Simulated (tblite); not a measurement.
Task: Write a Z-matrix for InChI=1S/C7H12F2/c1-5-4-6(8)2-3-7(5)9/h5-7H,2-4H2,1H3/t5-,6-,7-/m1/s1 as optimised with GFN2-xTB.

Result: 
Z-matrix in Å and degrees, rows numbered from 1:
```
C 
C   1  1.5265
C   2  1.5290  1  111.03
C   3  1.5241  2  111.12  1  -178.73
F   4  1.3842  3  109.04  2   178.31
C   4  1.5243  3  111.12  2    57.88
C   6  1.5234  4  109.70  3   -57.72
C   7  1.5254  6  110.37  4    57.34
F   8  1.3844  2  109.27  1   -60.64
H   1  1.0880  2  110.53  3    58.30
H   1  1.0869  2  110.39  3   -61.87
H   1  1.0869  2  110.10  3   178.15
H   2  1.0957  1  108.79  3   120.31
H   3  1.0914  2  109.95  1    59.90
H   3  1.0926  2  109.77  1   -58.63
H   4  1.0981  3  110.85  2   -65.77
H   6  1.0909  4  109.75  3  -179.26
H   6  1.0922  4  108.62  3    62.82
H   7  1.0924  6  110.14  4   -62.38
H   7  1.0909  6  110.48  4   178.48
H   8  1.0982  2  110.45  1    55.15
```

The 6-membered ring C2–C3–C4–C6–C7–C8 has internal angles of 109.2° to 111.8°; it is puckered, 0.24 Å rms from its mean plane, widest ring torsion 58°. Of the pairs four or more bonds apart, F9···H12 is among the closest relative to their van der Waals radii: 2.54 Å, 95 % of the sum of Bondi's values.

Computed geometry: GFN2-xTB, gas phase.

Point group: C1 (no symmetry element, even within 0.4 Å). Its GFN2-xTB frequencies are all real (lowest 93 cm⁻¹). One conformer, not necessarily the lowest (C1–C2–C3–C4 -179°, C2–C3–C4–F5 178°, C3–C4–C6–C7 -58°, C4–C6–C7–C8 57°). 2 starts were optimised and ended at 0.00 and 1.36 kcal/mol (GFN2-xTB); the lowest of these is shown.
